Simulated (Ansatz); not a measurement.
An elementary step

Start structure (Si2H4SF2, singlet), relaxed at PBE0-D4/def2-TZVP:

```xyz
9
angstrom
Si -0.7101 0.3425 0.6287
Si 0.9201 -1.0286 -0.3295
S -1.5919 1.7214 -0.7165
H -0.4038 2.2777 -1.0135
F -1.9290 -0.5115 1.1880
F -0.0736 1.1062 1.8717
H 1.9473 -0.1507 -0.9496
H 1.5556 -1.8913 0.6992
H 0.2854 -1.8657 -1.3784
```

The step: Si₂H₄SF₂ ([F][Si]([F])([SiH3])[SH]) → Si₂H₂SF₂ ([F][Si]1([F])[SiH2][S]1) + H₂; bonds formed: Si2–S3, H4–H7; bonds broken: Si2–H7, S3–H4. Ansatz 0.2.0; basis: def2-TZVPP and def2-QZVPP; cores frozen in the correlated methods. Extrapolation: Hartree–Fock as exp(−7.88 √X), correlation as X^−2.97. Energies below are by CCSD(T) at an estimated basis limit (MP2 extrapolated from triple and quadruple zeta, plus CCSD(T) − MP2 in triple zeta).

Task: What are the electronic barrier and the energy of the step, from the start structure to the end structure? (Judge from chemistry; the value comes from the calculation.)

Result: Computed: Barrier 2.356 eV; step energy 0.860 eV (uphill); reverse barrier, their difference, 1.496 eV. Barrier and step energy count from the start structure, the reverse barrier from the end structure.

The saddle point: One imaginary mode of 365i cm⁻¹.
```
  pair  start (Å)  saddle (Å)  end (Å)
Si2–S3       3.74        2.98     2.20
 H4–H7       3.38        0.78     0.75
Si2–H7       1.49        2.00     3.91
 S3–H4       1.35        2.46     3.16
```

Zero-point energy (harmonic, PBE0-D4): ZPE is 1.116 eV at the start and 1.071 eV at the saddle, so the barrier goes from 2.356 to 2.311 eV.

First-order rate constant out of the start structure at 498 K by transition-state theory, with harmonic vibrational free energies alone and no tunnelling: ΔA‡ = 2.366 eV, so k = (kB T/h) exp(−ΔA‡/kB T) ≈ 10^-11 s⁻¹ (an order of magnitude at best: rotation, the number of equivalent paths and anharmonicity are left out).

T1 diagnostic: at most 0.017.

Labels in which every atom is bracketed show which atoms are joined, not bond orders.

For scale, one of the runs: CCSD(T)/def2-TZVPP, 244 basis functions, launched by `ansatz run in.yaml --threads 4 --pin off --events-out ev --progress --plain --max-ram 9574MiB`. Time: 2.3 min of wall clock on 4 CPU threads of an Arm Neoverse V2; the host was shared. Peak host memory: 4.6 GiB.
